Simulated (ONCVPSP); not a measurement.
What one change does to a pseudopotential (Mg (Z = 12), ONCV)

Mg (Z = 12), optimised norm-conserving Vanderbilt (ONCV), made with ONCVPSP 4.0.1 (PBE, fully relativistic). Core [Ne], reference 3s1 (charge +1). Waves: 3s: rc 2.10 bohr, ncon 3, nbas 6, qcut 2.7 1/bohr, 3 projectors, debl 0.5 Ha; p scattering state at 0.17 Ha: rc 2.20 bohr, ncon 4, nbas 8, qcut 3.7 1/bohr, 3 projectors, debl 0.8 Ha; d scattering state at 0.05 Ha: rc 2.25 bohr, ncon 5, nbas 10, qcut 4.6 1/bohr, 1 projector. Local part: polynomial inside 1.90 bohr (lpopt 5, dvloc0 1 Ha). Core correction: polynomial model core, fcfact 0.25.

Open shells are filled in proportion to 2j + 1.

In the p channel the program set the typed energies aside and used 0.050, 0.850, 1.650 Ha (j = l + 1/2; the other j can differ).

Change: s: nbas 8.

Cutoffs: the cutoffs (Ha) at which the residual kinetic energy of the hardest occupied pseudo-wave falls to 1 and 0.1 mHa per electron; they do not see the model core or the augmentation charge, which bear on the density cutoff. Errors are all-electron minus pseudo energies relative to the spin-unpolarised reference configuration.

Problem. How do hardness, ghosts and transferability respond?

Solution. The potential gets neither clearly harder nor softer (4.0 Ha and 17 Ha → 3.9 Ha and 28 Ha); both files keep a bound ghost (p, s); of the 4 tests that both files solve, the error grows in 1 and shrinks in 0 by more than 15 % and 0.3 meV (median size 3.1 → 2.9 meV).

| quantity | base | changed |
| --- | --- | --- |
| cutoff, loose | 4.0 Ha | 3.9 Ha |
| cutoff, tight | 17 Ha | 28 Ha |
| bound ghosts | s, p3/2, p1/2 | s, p3/2, p1/2 |
| GHOST(+) flags under 300 eV | none | none |
| error for 3s2, meV [ΔE -7.96 eV] | +14 | +13 |
| error for 3s1.5, meV [ΔE -4.82 eV] | +5.4 | +5.0 |
| error for 3s1 3p1, meV [ΔE -4.47 eV] | +0.8 | +0.8 |
| error for 3s0 3p2, meV [ΔE -0.78 eV] | 0.0 | -0.7 |
| s: phases at 2.14 bohr within 0.05 rad from the reference energy up to (Ha; the scan ends near 5) | 2.6 | 2.6 |
| p3/2: phases at 2.23 bohr within 0.05 rad from the reference energy up to (Ha; the scan ends near 5) | 3.2 | 3.2 |
| p1/2: phases at 2.23 bohr within 0.05 rad from the reference energy up to (Ha; the scan ends near 5) | 3.1 | 3.1 |
| d5/2: phases at 2.28 bohr within 0.05 rad from the reference energy up to (Ha; the scan ends near 5) | 2.0 | 2.0 |
| d3/2: phases at 2.28 bohr within 0.05 rad from the reference energy up to (Ha; the scan ends near 5) | 2.0 | 2.0 |
| rms error of d²Exc/dni dnj with the model core, mHa | 6.78 | 6.66 |

Base: The cutoffs count occupied waves only; projector 3 of the p channel, the hardest unoccupied one, needs 58 Ha at the loose tolerance. These tests converged, but a pseudo level misses the all-electron one widely, so the file describes the atom poorly there or has found another state: 3s0 3p2: empty 3s by 11.9 eV. Changed file: The cutoffs count occupied waves only; projector 3 of the p channel, the hardest unoccupied one, needs 58 Ha at the loose tolerance. These tests converged, but a pseudo level misses the all-electron one widely, so the file describes the atom poorly there or has found another state: 3s0 3p2: empty 3s by 11.9 eV. A true bound ghost makes a file unfit for plane-wave use even where its test errors are small: the radial tests pick states by their node count and pass the ghost by.
